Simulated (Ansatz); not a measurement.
`N[SiH](F)Br`, relaxed with RKS PBE-D4/def2-SVP in Ansatz 0.2.0 from a rough embedded geometry. The force threshold is 0.03 eV/Å; the program also tests the step.

Charge 0, multiplicity 1.

Start:

```xyz
7

N    -0.240    0.864    0.614
Si    0.039   -0.630    0.006
F    -1.387   -1.282   -0.251
Br    1.101   -0.398   -1.849
H    -0.959    1.340    0.016
H     0.578    1.500    0.460
H     0.868   -1.394    1.003
```

Question: How much energy does the relaxation release, and in how many steps? (Estimate.)

Answer: Computed: 11.09 kcal/mol, in 13 steps, 1 of them rejected.

Question: Which bonds change most? (Estimate.)

Answer: The calculation gave: Si2–Br4 from 2.150 to 2.243 Å; N1–Si2 from 1.638 to 1.714 Å; Si2–F3 from 1.588 to 1.631 Å; N1–H5 from 1.050 to 1.023 Å.

Question: Give the relaxed structure. (An estimate is asked.)

Answer: Ansatz gave: 
```xyz
7

N    -0.298    0.974    0.475
Si    0.069   -0.614   -0.058
F    -1.315   -1.464   -0.208
Br    1.011   -0.725   -2.091
H    -0.813    1.625   -0.123
H     0.371    1.464    1.072
H     0.975   -1.260    0.934
```
